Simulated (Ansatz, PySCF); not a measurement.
Energy difference R1 → P1 + P2, each structure at its B3LYP-D3(BJ)/def2-TZVP stationary point, reached from a drawn start (curvature not checked).
R1, CH3Cl (SMILES CCl) (charge 0, multiplicity 1):
```xyz
5

C     -0.1535    -0.0082    -0.0040
Cl     1.6377     0.0875     0.0425
H     -0.4402    -0.6482    -0.8329
H     -0.4981    -0.4257     0.9372
H     -0.5459     0.9946    -0.1429
```
P1: CH3 (SMILES [CH3]), charge 0, multiplicity 2.
P2: Cl atom, charge 0, multiplicity 2.

P less R. No zero-point or thermal terms; singlets are restricted closed shells; open shells are unrestricted; no spin–orbit coupling.

Correlated levels freeze the cores. CBS: X⁻³ extrapolation of the correlation energy, Hartree–Fock from the larger set.

The values were computed with Ansatz (an electronic-structure program) with Gaussian orbitals; PySCF for M06-2X. No computed number here is a measurement.

```
level                                  reaction energy (kcal/mol)
-------------------------------------  --------------------------
HF/cc-pV(T+d)Z                                              53.73
HF/cc-pV(Q+d)Z                                              53.76
BHLYP/def2-TZVPP                                            78.62
M06-2X/def2-TZVPP                                           88.68
CAM-B3LYP/def2-TZVPP                                        83.67
MP2/cc-pV(D+d)Z                                             83.51
CCSD/cc-pV(T+d)Z                                            80.90
CCSD/cc-pV(Q+d)Z                                            83.04
CCSD(T)/CBS(cc-pV(T+d)Z, cc-pV(Q+d)Z)                  (withheld)
```

Task: What belongs in the gaps?

Result: 
- CCSD(T)/CBS(cc-pV(T+d)Z, cc-pV(Q+d)Z), reaction energy (kcal/mol): 88.15
